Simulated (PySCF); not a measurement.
CH$_{5}$BO$_{2}$ (SMILES CB(O)O), singlet, geometry from GFN2-xTB. Base run: CAMB3LYP/6-31G*, polarisability (PySCF).

Here is a job for PySCF.
```python
from pyscf import gto, scf, dft
from pyscf.prop import polarizability

mol = gto.Mole()
mol.atom = '''
    B     0.08513893    0.07479530    0.00422111
    C    -1.16611060   -0.92832764   -0.09116728
    H    -0.89152523   -1.84347027   -0.61260839
    H    -2.01628096   -0.49853093   -0.61526548
    H    -1.50844394   -1.22107957    0.89962718
    O     0.07994256    1.31320768   -0.53870822
    H    -0.72135408    1.56918485   -0.99123148
    O     1.22853741   -0.27134266    0.64098241
    H     1.24073354   -1.14503492    1.02718277
'''
mol.basis = '6-31g*'
mol.verbose = 4
mol.build()

mf = dft.RKS(mol)
mf.xc = 'camb3lyp'
mf.kernel()
alpha = mf.Polarizability().polarizability()[2, 2]
print('alpha_zz =', alpha)
```

The base run was repeated with changes; each row names its change, and settings that it needs were set with it.

```tsv
change	alpha_zz (bohr³)	basis functions	core-seconds (rough)
base	23.97	66	20
functional = pbe	24.80	66	10
finite field (a.u.) = 0.001; conv_tol = 1e-6	23.83	66	10
basis = 6-31G	22.64	46	10
finite field (a.u.) = 0.005; conv_tol = 1e-11	23.97	66	20
basis = 6-31+G*	28.79	82	30
basis = def2-SVP	[?]	81	20
finite field (a.u.) = 2e-4; conv_tol = 1e-6	21.78	66	9
finite field (a.u.) = 0.001; conv_tol = 1e-11	23.97	66	20
basis = cc-pVDZ	25.52	81	20
finite field (a.u.) = 0.02; conv_tol = 1e-11	23.98	66	20
finite field (a.u.) = 0.05; conv_tol = 1e-11	24.05	66	20
```

Question: What belongs in the gaps?

Answer: 
- basis = def2-SVP, alpha_zz (bohr³): 25.16

Finite-field rows take the second difference of the energy in a field along z; a small field with loose convergence shows SCF noise divided by the square of the field, and a large one adds hyperpolarisability.
